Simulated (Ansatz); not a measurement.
Coupled-cluster run, CH₄BrClO₂Si, SMILES `CO[Si](O)(Cl)Br`.

```yaml
crystal:
  periodic: [false, false, false]
  atoms:
    - {symbol: C, position_ang: [-1.460041, 0.791989, -0.039385]}
    - {symbol: O, position_ang: [-0.514422, -0.139167, -0.528909]}
    - {symbol: Si, position_ang: [0.995417, -0.341621, 0.001723]}
    - {symbol: O, position_ang: [1.719234, -1.523321, -0.828726]}
    - {symbol: Cl, position_ang: [2.101675, 1.336778, -0.271770]}
    - {symbol: Br, position_ang: [0.935274, -0.806508, 2.165696]}
    - {symbol: H, position_ang: [-1.660956, 0.622835, 1.022250]}
    - {symbol: H, position_ang: [-1.105175, 1.816809, -0.179036]}
    - {symbol: H, position_ang: [-2.382128, 0.654839, -0.603732]}
    - {symbol: H, position_ang: [1.371122, -2.412622, -0.738091]}
basis:
  gaussian: {orbitals: def2-TZVPP}
correlation: {method: ccsd_t}
```

```sh
$ ansatz run in.yaml --threads 2 --pin off --events-out ev --progress --plain --max-ram 32768MiB --backend cuda --devices 0, --max-vram 18GiB
```

Log, shortened:

```
Functional definition: HF
1728 factors; integrals over basis functions are off by at most 1.1e-3 eV
mean field evaluation 1: about -95537.2664 eV, gradient 4.6e1 eV
mean field evaluation 2: about -95537.6413 eV, gradient 4.7e1 eV
mean field evaluation 4: about -95541.6048 eV, gradient 3.6e0 eV
mean field evaluation 8: about -95541.6664 eV, gradient 3.1e-1 eV
mean field -95541.66673261 eV, -3511.0914919556 hartree, gradient 4.1e-6 eV, S^2 0.000000; 0 other end points of the search recorded, 0 dependent functions left out
22 core orbitals not correlated: weight in the atoms' cores, before any rotation towards them, 1.000 or more for the frozen orbitals, at most 0.000 for the correlated occupied ones
reference -95541.66673261 eV, -3511.0914919556 hartree; 24, 24 occupied and 235, 235 virtual orbitals, 1728 factors
second order -33.29516578 eV of doubles, -0.00000000 eV of singles
cycle   1  -33.44170435 eV  change   -1.5e-1 eV  update   1.1e-1
cycle   2  -34.14849198 eV  change   -7.1e-1 eV  update   3.1e-2
cycle   3  -34.29309824 eV  change   -1.4e-1 eV  update   1.5e-2
cycle   4  -34.27505269 eV  change    1.8e-2 eV  update   3.2e-3
cycle   5  -34.27407514 eV  change    9.8e-4 eV  update   1.4e-3
cycle   6  -34.27492091 eV  change   -8.5e-4 eV  update   3.9e-4
cycle   7  -34.27461941 eV  change    3.0e-4 eV  update   1.4e-4
cycle   8  -34.27457587 eV  change    4.4e-5 eV  update   3.8e-5
perturbative correction -1.30217463 eV, -0.0478540351 hartree
Total energy: -95577.24348311 eV, -3512.3989134219 hartree
```

Hardware: 2 threads of an AMD EPYC 7R13 on a shared host and a share of an NVIDIA H100 80 GB. Wall time 9.5 s, peak host memory 0.83 GiB.

The correlation energy is -35.577 eV, 3.7 % of it from (T); the T1 diagnostic reads 0.0096.
